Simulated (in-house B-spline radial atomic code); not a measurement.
Re: [Xe] 4f14 5d5 6s2

Level of theory: Dirac-Kohn-Sham AM05, spherical fractional occupations, Fermi nucleus of rms radius 5.3698 fm; calculated with a radial B-spline atomic code at the basis-set limit.

Effective charges: Z_r = [3n² - l(l+1)]/(2<r>) from the radius, Z_e = n√(-2ε) from the energy, and Slater's rules. Values are occupation-weighted means over j. An effective charge above Z reflects the relativistic contraction of the inner shells.

```tsv
shell	electrons	ε (eV)	<r> (bohr)	Z_r	Z_e	Slater
1s	2	-71476	0.01805	83.10	72.48	74.70
2s	2	-12386	0.07563	79.33	60.34	70.85
2p	6	-10898	0.06787	73.67	56.60	70.85
3s	2	-2866.9	0.1971	68.50	43.55	63.75
3p	6	-2421.7	0.197	63.44	40.02	63.75
3d	10	-1876.7	0.1793	58.56	35.23	53.85
4s	2	-597.56	0.4407	54.46	26.51	47.25
4p	6	-449.86	0.4676	49.19	23.00	47.25
4d	10	-254.44	0.5004	41.96	17.30	35.85
5s	2	-85.049	1.036	36.19	12.50	17.35
5p	6	-47.639	1.205	30.28	9.36	17.35
4f	14	-42.236	0.5811	30.97	7.05	24.45
6s	2	-5.9158	3.061	17.64	3.96	3.60
5d	5	-5.3809	1.931	17.87	3.14	5.60
```

The least bound orbital is 5d5/2 at -5.024 eV, while the most diffuse is 6s1/2 (<r> = 3.061 bohr against 1.967 bohr): energy order and size order differ.

Spin-orbit splittings of the orbital energies (j = l + 1/2 above j = l - 1/2 when positive): 2p 1438 eV, 3p 312.2 eV, 3d 67.83 eV, 4p 73.02 eV, 4d 13.5 eV, 5p 11.06 eV, 4f 2.515 eV, 5d 0.8913 eV.

For the 1s electron the small component carries 8.01 % of the norm, the zero-frequency Breit interaction raises the level by 254.2 eV, self-energy by 159.6 eV, and vacuum polarisation lowers it by 30.64 eV.

The density falls to 0.001 bohr⁻³ at 4.688 bohr; Σ<r²> = 67.977 bohr² gives, by the non-relativistic formula and without the paramagnetism of open shells, a Langevin diamagnetic susceptibility of -53.84×10⁻⁶ cm³/mol.
